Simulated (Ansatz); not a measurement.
Ansatz (a program for electronic structure) input (CCSD(T)/6-31G*):

Ansatz 0.2 input:
```yaml
crystal:
  periodic: [false, false, false]
  atoms:
    - {symbol: Si, position_ang: [-0.95883881, -0.30942281, 0.02684695]}
    - {symbol: Cl, position_ang: [1.01896415, 0.28109145, -0.01699743]}
    - {symbol: H, position_ang: [-1.33338603, -1.13989588, -1.12352076]}
    - {symbol: H, position_ang: [-1.10636702, 1.22630442, -0.35157038]}
    - {symbol: H, position_ang: [-1.45889412, -0.53304401, 1.38819012]}
basis:
  gaussian:
    orbitals: 6-31G*
total_charge: 1
magnetization: {spin_polarized: true, initial_magnetization: 1}
correlation: {method: ccsd_t, electrons: outside_noble_gas}
```

Output:

```
Functional definition: HF
integrals: 0.02 GiB planned
425 factors; integrals over basis functions are off by at most 9.1e-4 eV
mean field: 0.11 GiB planned
mean field evaluation 1: about -20400.4109 eV, gradient 1.5e1 eV
mean field evaluation 2: about -20400.4574 eV, gradient 1.5e1 eV
mean field evaluation 4: about -20402.4090 eV, gradient 1.9e0 eV
mean field evaluation 8: about -20402.5619 eV, gradient 5.6e-1 eV
mean field evaluation 16: about -20402.6023 eV, gradient 2.9e-6 eV
mean field evaluation 32: about -20402.4548 eV, gradient 1.5e0 eV
mean field evaluation 64: about -20398.1657 eV, gradient 9.5e0 eV
mean field evaluation 96: about -20399.9559 eV, gradient 1.1e0 eV
mean field evaluation 128: about -20399.0823 eV, gradient 9.6e0 eV
mean field evaluation 160: about -20400.9592 eV, gradient 6.4e0 eV
mean field evaluation 192: about -20402.5310 eV, gradient 7.0e-1 eV
mean field evaluation 224: about -20399.3847 eV, gradient 3.0e0 eV
mean field -20402.60231661 eV, -749.7818057548 hartree, gradient 2.9e-6 eV, S^2 0.767507; 7 other end points of the search recorded, 0 dependent functions left out
determinant -20402.60231661 eV, -749.7818057548 hartree, with singles and doubles -20408.91246695 eV, -750.0136995026 hartree
determinant -20401.78776622 eV, -749.7518715801 hartree, with singles and doubles -20407.87790162 eV, -749.9756799281 hartree
determinant -20400.10366119 eV, -749.6899818620 hartree, with singles and doubles -20406.33751761 eV, -749.9190718598 hartree
10 core orbitals not correlated
reference -20402.60231661 eV, -749.7818057548 hartree; 7, 6 occupied and 27, 28 virtual orbitals, 425 factors
second order -5.28809622 eV of doubles, -0.00000000 eV of singles
coupled cluster: 0.08 GiB planned
cycle   1  -6.31018481 eV  change   -3.4e-5 eV  update   1.5e-3
cycle   2  -6.31087184 eV  change   -6.9e-4 eV  update   1.1e-3
cycle   3  -6.31087767 eV  change   -5.8e-6 eV  update   5.3e-4
cycle   4  -6.31087043 eV  change    7.2e-6 eV  update   3.2e-4
cycle   5  -6.31120582 eV  change   -3.4e-4 eV  update   1.0e-4
cycle   6  -6.31132874 eV  change   -1.2e-4 eV  update   4.7e-5
cycle   7  -6.31130211 eV  change    2.7e-5 eV  update   2.5e-5
cycle   8  -6.31126782 eV  change    3.4e-5 eV  update   1.1e-5
cycle   9  -6.31126414 eV  change    3.7e-6 eV  update   4.2e-6
perturbative correction -0.16770728 eV, -0.0061631289 hartree
Total energy: -20409.08128802 eV, -750.0199035627 hartree
```
